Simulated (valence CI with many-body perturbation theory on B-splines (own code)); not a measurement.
# Which ion has this spectrum?

A relativistic CI+MBPT calculation for an atom or ion with 5 electrons gives these levels (eV):

```csv
J,Parity,E,g
1/2,odd,0.0,0.64
1/2,even,187.3,2.12
3/2,odd,529.3,1.31
3/2,even,659.9,1.64
5/2,even,694.4,1.34
1/2,even,749.1,1.24
3/2,even,750.0,0.97
3/2,odd,948.2,1.34
5/2,even,1207.3,1.41
1/2,even,1289.4,1.90
3/2,even,1290.3,1.18
3/2,odd,1441.6,1.44
5/2,odd,1462.5,1.18
1/2,odd,1505.1,0.64
```

The energies are calculated, and their last digits are not significant.

Question: Which is it?
A. Ba51+
B. Ce53+
C. Pm56+
D. Pr54+

Answer: D. Pr54+, ground level (2s^2 2p1/2) J=1/2.
